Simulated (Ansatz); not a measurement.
Mulliken charges of AlH5O2Si, SMILES `[OH][Al]([OH])[SiH3]` from PBE/def2-TZVPP in Ansatz (PBE0-D4/def2-TZVP geometry).

| atom | x (Å) | y (Å) | z (Å) | charge (e) |
| --- | --- | --- | --- | --- |
| O1 | -0.376 | 1.493 | -1.454 | -0.361 |
| Al2 | 0.393 | 0.443 | -0.370 | 0.537 |
| O3 | 2.071 | 0.388 | -0.144 | -0.366 |
| Si4 | -0.973 | -1.095 | 0.929 | -0.023 |
| H5 | 0.046 | 2.132 | -2.025 | 0.166 |
| H6 | 2.727 | 0.920 | -0.590 | 0.167 |
| H7 | -0.835 | -2.484 | 0.406 | -0.042 |
| H8 | -2.414 | -0.730 | 0.876 | -0.038 |
| H9 | -0.550 | -1.113 | 2.357 | -0.040 |

Problem. By hand: the dipole of these point charges (1 e Å = 4.8032 D).

Solution. Σ q r = (0.223, 0.266, -0.222) e Å, of length 0.412 e Å = 1.98 D.

Problem. How does the dipole of the full density compare? (Best estimate.)

Solution. Ansatz gave: (0.281, 0.314, -0.267) e Å, 2.40 D; the point charges give 0.83 times that, at 2° from its direction.

Point charges leave out the atoms' own dipoles, such as those of lone pairs, and Mulliken's split depends on the basis, so the two needn't agree.
